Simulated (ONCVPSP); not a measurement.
**Potentials for Mn (Z = 25) compared**

Generated with ld1.x 7.5 (TM, RRKJ, ultrasoft, PAW), atompaw 4.2 or ONCVPSP 4.0.1. The cutoff is in Ry: for ld1.x and atompaw files where the sum of valence levels is converged to 10 mRy in a Bessel basis, for ONCV files where the hardest occupied wave has 1 mHa per electron of residual kinetic energy. The error is the largest all-electron minus pseudo excitation energy over each file’s own four to seven test configurations (ionisations up to +4, promotions, holes and added fractions of an electron), all of which were solved. The labels leave out finer settings (local radius, basis sizes, second energies), which also bear on the numbers. Spin-polarised tests are not counted. The rows are a selection from randomly drawn settings: files with unsolved tests, undetermined cutoffs or missed reference levels are left out.

A true bound ghost makes a file unfit for plane-wave use even where its test errors are small: the radial tests pick states by their node count and pass the ghost by.

| potential | cutoff (Ry) | largest error (meV) | bound ghosts |
| --- | --- | --- | --- |
| ONCV, LDA (Perdew-Zunger), scalar-relativistic, rc 1.50/1.00/1.55 (spd), local smoothed, core correction yes, reference 3s2 3p6 3d5 4s2, qcut 8.9/9.1/8.1, projectors 2/2/1 | 63 | +335 | none |
| ONCV, PBE, scalar-relativistic, rc 2.65/1.25/2.05 (spd), local smoothed, core correction no, reference 3p6 3d5 4s2, qcut 2.8/11.1/7.7, projectors 1/1/2 | 61 | -202 | s |
| ONCV, PBE, scalar-relativistic, rc 2.65/2.65/0.90 (spd), local smoothed, core correction yes, reference 3d5 4s2, qcut 2.3/3/9.9, projectors 2/1/1 | 611 | -222 | s, p |
| ONCV, PBE, scalar-relativistic, rc 1.30/1.10/1.20 (spd), local smoothed, core correction no, reference 3s2 3p6 3d5 4s2, qcut 8.8/13.4/12.6, projectors 2/2/2 | 124 | +2.7 | none |
| ONCV, LDA (Perdew-Wang 92), scalar-relativistic, rc 1.20/1.60/1.10 (spd), local smoothed, core correction no, reference 3s2 3p6 3d5 4s1 4p1, qcut 12.2/8.2/12.2, projectors 2/2/2 | 129 | -31 | none |
| ONCV, PBE, scalar-relativistic, rc 2.05/3.40/1.85 (spd), local d, core correction no, reference 3d5 4s1 4p1, qcut 3.7/2.9/7.8, projectors 3/3/0 | 51 | +81 | s |

(1) Fill in the row for Mn: ONCV, LDA (Perdew-Wang 92), scalar-relativistic, rc 1.55/1.35/1.65/1.50 (spdf), local smoothed, core correction yes, reference 3s2 3p6 3d5 4s2, qcut 9.6/12/7.6/6.6, projectors 2/1/1/1.

(2) Fill in the row for Mn: ONCV, PBEsol, scalar-relativistic, rc 1.25/1.35/1.65 (spd), local smoothed, core correction yes, reference 3s2 3p6 3d5 4s1.5, qcut 10.1/10.4/7.5, projectors 2/2/2.

## Answers

(1) cutoff 95 Ry, largest error -244 meV, bound ghosts: none.

(2) cutoff 77 Ry, largest error +115 meV, bound ghosts: none.
